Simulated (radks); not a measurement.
The numbers below are computed, except where a source is named.
Effect of the nuclear size on neutral gold, [Xe] 4f14 5d10 6s1. Level of theory: Dirac Kohn-Sham, exchange-only LDA, spin-unpolarised, spherical densities, finite nucleus; Fermi nuclear charge, rms radius 5.4371 fm (a radial shooting solver on a logarithmic mesh with Libxc functionals). The rms radius is varied about that value; shifts are against it.

rms radius (fm)  total energy shift (eV)  density at nucleus (e/bohr^3)  1s1/2 shift (meV)  2s1/2 shift (meV)  4p1/2 shift (meV)  5s1/2 shift (meV)  6s1/2 shift (meV)  6p1/2 (empty) shift (meV)
4.7031                             -24.4                      2.262e+06              -9810              -1450              -1.61              -16.4              -1.15                      0.138
4.9967                             -14.9                      2.208e+06              -5990               -884             -0.988             -10.00             -0.703                      0.084
5.4371                                 0                      2.134e+06              0.000              0.000              0.000              0.000              0.000                      0.000
5.8449                              14.5                      2.074e+06               5810                858              0.965               9.71              0.682                     -0.082
6.1874                              27.1                      2.027e+06              10900               1610               1.81               18.2               1.28                     -0.153

Slopes of the eigenvalues against <r^2> in GHz/fm^2, as finite differences over the two radii next to the reference (eigenvalue slopes, not the field-shift constants of lines): 1s1/2 310000, 2s1/2 45800, 4p1/2 51.4, 5s1/2 518, 6s1/2 36.4, 6p1/2 (empty) -4.37.
